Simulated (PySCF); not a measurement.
As: ionisation energy

As [Ar] 3d10 4s2 4p3 (4S) → As⁺ [Ar] 3d10 4s2 4p2 (3P), as a difference of total energies. Calculation: PySCF 2.14, in cc-pVTZ-PP with ECP10MDF (5s4p3d1f, 39 functions); a scalar-relativistic core potential. Correlated levels: valence: 3s2 3p6 3d10 frozen. The calculations carry no spin-orbit coupling.

| method | ionisation energy (eV) |
| --- | --- |
| UHF | 9.424 |
| B3LYP | 9.804 |
| LDA | 9.989 |
| MP2 (valence) | 9.897 |
| SCS-MP2 (valence) | 9.751 |
| CCSD (valence) | 9.863 |
| CCSD(T) (valence) | 9.895 |

Errors of the correlated levels include the incompleteness of this basis and the frozen core.

Which method comes closest to the reference value, and which is furthest?

The reference is 10.008 eV (measured; NIST levels, between the centres of gravity of the two terms). Closest: LDA (error -0.019 eV); furthest: UHF (error -0.584 eV).
